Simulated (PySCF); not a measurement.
Species: C5H4Cl3N.
Cartesian coordinates in Å at the GFN2-xTB level; atoms count from 1:
```
atom  x, y, z in Å
N1    -1.1365    2.4936   -1.0171
C2    -1.0760    1.3624   -0.8590
C3    -1.0077   -0.0426   -0.6487
C4    -0.9977   -0.5791    0.7641
C5     0.2529   -0.6366   -0.0517
Cl6    0.7640   -2.2038   -0.6670
C7     1.4055    0.2671    0.2815
Cl8    2.4280    0.5364   -1.1510
Cl9    2.3761   -0.4442    1.5926
H10   -1.5115   -0.6235   -1.4117
H11   -1.0371    0.1282    1.5795
H12   -1.5216   -1.5036    0.9502
H13    1.0571    1.2461    0.6205
```

Method: B3LYP/def2-SVPD in PySCF (dipole) on a GFN2-xTB geometry, gas phase.

Masses are those of the commonest isotopes; rigid-rotor values at the optimised geometry. The values belong to one conformer with, in the numbering `[N:1]#[C:2][C@@H:3]1[CH2:4][C@:5]1([Cl:6])[CH:7]([Cl:8])[Cl:9]`, C4–C5–C7–Cl8 -155°.

(1) Give the principal moments of inertia and the rotational constants in MHz.

(2) What kind of rotor is it?

(3) Is it planar, by Δ = Ic − Ia − Ib?

(4) List the rotational levels J(Ka,Kc) to J = 2 (cm⁻¹).

(5) Predict some low-J microwave lines.

(6) Estimate the classical rotational partition function at 10 K, 100 K and 500 K.

## Answers

(1) Ia = 425.51, Ib = 598.42, Ic = 708.22 u·Å²; 505379 MHz·u·Å²/I gives A = 1188, B = 844.5, C = 713.6 MHz.

(2) An asymmetric top; Ray's κ = -0.448.

(3) Not planar: Δ = Ic − Ia − Ib = -315.72 u·Å². For a rigid frame Δ = −2 Σ m c², so Σ m c² = 157.86 u·Å² lies off the ab plane: 7.91 from hydrogen and 149.95 from heavier atoms. The atom farthest from that plane is 2.15 Å away.

(4) Above 0(0,0):
J = 1: 1(0,1) 0.0520, 1(1,1) 0.0634, 1(1,0) 0.0678
J = 2: 2(0,2) 0.1549, 2(1,2) 0.1630, 2(1,1) 0.1761, 2(2,1) 0.2104, 2(2,0) 0.2115
Those of J = 1 are B + C, A + C and A + B.

(5) The dipole components are |μa| = 0.06 D, |μb| = 3.11 D, |μc| = 1.18 D. The squared components, which scale the intensities, stand as 0.00 : 1.00 : 0.14 (a : b : c). Some lines, for components of 0.1 D or more:

```
type  branch         J(Ka,Kc)   MHz  lower level (cm⁻¹)
   c       Q  1(1,1) ← 1(0,1)   343               0.052
   c       Q  3(2,2) ← 3(1,2)   855               0.338
   b       Q  3(1,2) ← 3(0,3)   924               0.307
   b       Q  3(2,1) ← 3(1,2)  1000               0.338
   c       Q  2(2,1) ← 2(1,1)  1030               0.176
   b       Q  3(2,2) ← 3(1,3)  1636               0.312
   b       Q  4(3,1) ← 4(2,2)  1782               0.586
   b       Q  3(3,0) ← 3(2,1)  1921               0.371
   b       Q  4(2,3) ← 4(1,4)  1924               0.509
   c       R  1(1,0) ← 0(0,0)  2032               0.000
   b       R  2(0,2) ← 1(1,1)  2742               0.063
   b       R  2(2,1) ← 1(1,0)  4277               0.068
   b       R  3(0,3) ← 2(1,2)  4318               0.163
   c       R  2(2,1) ← 1(1,1)  4408               0.063
   b       R  4(1,3) ← 3(2,2)  5562               0.366
   b       R  3(2,2) ← 2(1,1)  5704               0.176
   c       R  3(2,1) ← 2(1,1)  5848               0.176
   c       R  3(2,2) ← 2(1,2)  6097               0.163
   b       R  3(2,1) ← 2(1,2)  6241               0.163
   c       R  3(3,0) ← 2(2,0)  6709               0.211
   b       R  4(2,2) ← 3(1,3)  8229               0.312
   c       R  4(3,1) ← 3(2,1)  8231               0.371
   b       R  4(4,0) ← 3(3,1)  9100               0.435
```

(6) Point group C1, symmetry number σ = 1; q = (√π/σ)·√((kT/h)³/(ABC)), k/h = 20836.6 MHz/K: 6300 at 10 K, 199000 at 100 K, 2230000 at 500 K.

GFN2-xTB frequencies: not computed here. No vibrational averaging or centrifugal distortion is included, and the geometry carries the error of its method. Quadrupole hyperfine structure (14N, 35Cl) is left out.
